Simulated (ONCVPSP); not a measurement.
## What the settings do to the ONCV potential of Ru

Base potential:

| Item | Value |
| --- | --- |
| Element | ruthenium |
| Generator | ONCVPSP 4.0.1 |
| Type | optimised norm-conserving Vanderbilt (ONCV) |
| Functional | PBE |
| Relativity | scalar-relativistic |
| Frozen core | [Ar] 3d10 |
| Valence charge | 16 |
| Reference configuration | 4s2 4p6 4d7 5s1 |
| Partial waves | 4s+5s: rc 1.65 bohr, ncon 4, nbas 7, qcut 8 1/bohr, 2 projectors; 4p: rc 1.50 bohr, ncon 5, nbas 9, qcut 8.1 1/bohr, 2 projectors, debl 1.8 Ha; 4d: rc 1.70 bohr, ncon 5, nbas 10, qcut 9.2 1/bohr, 2 projectors, debl 2.7 Ha; f scattering state at 0.19 Ha: rc 1.50 bohr, ncon 5, nbas 10, qcut 7.6 1/bohr, 2 projectors, debl 1.2 Ha |
| Local potential | polynomial inside 1.35 bohr (lpopt 2, dvloc0 2 Ha) |
| Core correction | none |

Cutoffs, loose and tight: the cutoffs (Ha) at which the residual kinetic energy of the hardest occupied pseudo-wave falls to 1 and 0.1 mHa per electron. They do not see the model core or the augmentation charge, which bear on the density cutoff. Test errors are all-electron minus pseudo excitation energies from the reference, over the configurations 4s2 4p6 4d7 5s0; 4s2 4p6 4d6 5s0; 4s2 4p6 4d5 5s0; 4s2 4p6 4d7 5s0.5. A dash means not determined; rows that change the core or the reference have their own tests.

```csv
change,outcome,"cutoff, loose","cutoff, tight",bound ghosts,GHOST(+) flags above zero,largest test error (meV)
base,generated,26 Ha,35 Ha,none,none,-3.0
functional PBEsol,generated,26 Ha,35 Ha,none,none,-2.7
p: nproj 3,generated,26 Ha,35 Ha,none,none,-3.0
d: qcut 7.3,generated,26 Ha,35 Ha,none,none,-2.1
"local potential polynomial inside 1.35 bohr (lpopt 2, dvloc0 -2.5 Ha)",generated,26 Ha,35 Ha,none,none,-2.8
f: debl 2.75,generated,26 Ha,35 Ha,none,none,-3.0
s: rc 1.6,generated,26 Ha,35 Ha,none,none,-3.0
d: nbas 9,generated,26 Ha,35 Ha,none,none,-3.0
s: rc 1.72,generated,26 Ha,35 Ha,none,none,-2.9
"local potential polynomial inside 1.35 bohr (lpopt 5, dvloc0 0 Ha)",generated,26 Ha,35 Ha,none,none,-2.4
fully relativistic,generated,26 Ha,35 Ha,none,none,+2.1
```

Task: What comes out with this change to the base: p: ncon 4, nbas 8?

Result: outcome: generated; cutoff, loose: 25 Ha; cutoff, tight: 31 Ha; bound ghosts: none; GHOST(+) flags above zero: none; largest test error (meV): -2.6.
